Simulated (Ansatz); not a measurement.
Basis-set series for `B[N]C=C` radical. Total charge 0; spin multiplicity 2. The geometry is a stationary point of PBE0-D4/def2-TZVP. It is one conformer, not always the lowest.

```xyz
9

B     0.966   -0.808   -1.418
N     0.519   -0.247   -0.285
C     0.092    0.289    0.801
C    -1.222    0.708    0.989
H     0.912   -2.002   -1.546
H     1.412   -0.108   -2.287
H     0.799    0.424    1.623
H    -1.528    1.154    1.926
H    -1.950    0.591    0.197
```

```json
{"functional": "PBE0-D4", "basis": "def2-TZVPP", "functions": "194", "energy (Eh)": "-158.63678", "HOMO (eV)": "-6.83", "LUMO (eV)": "-3.09"}
{"functional": "PBE0-D4", "basis": "def2-QZVPP", "functions": "378", "energy (Eh)": "-158.64581", "HOMO (eV)": "-6.85", "LUMO (eV)": "-3.11"}
{"functional": "ωB97M-V", "basis": "def2-TZVPP", "functions": "194", "energy (Eh)": "-158.75250", "HOMO (eV)": "-8.82", "LUMO (eV)": "-1.19"}
{"functional": "ωB97M-V", "basis": "def2-QZVPP", "functions": "378", "energy (Eh)": "-158.76091", "HOMO (eV)": "-8.82", "LUMO (eV)": "-1.24"}
```

**Question.** Give the rows for def2-SVP. (An estimate is asked.)

**Answer.** Ansatz gave: 
```json
{"functional": "PBE0-D4", "basis": "def2-SVP", "functions": "81", "energy (Eh)": "-158.46420", "HOMO (eV)": "-6.80", "LUMO (eV)": "-3.01"}
{"functional": "ωB97M-V", "basis": "def2-SVP", "functions": "81", "energy (Eh)": "-158.57048", "HOMO (eV)": "-8.75", "LUMO (eV)": "-1.04"}
```

HOMO and LUMO are taken over both spins.
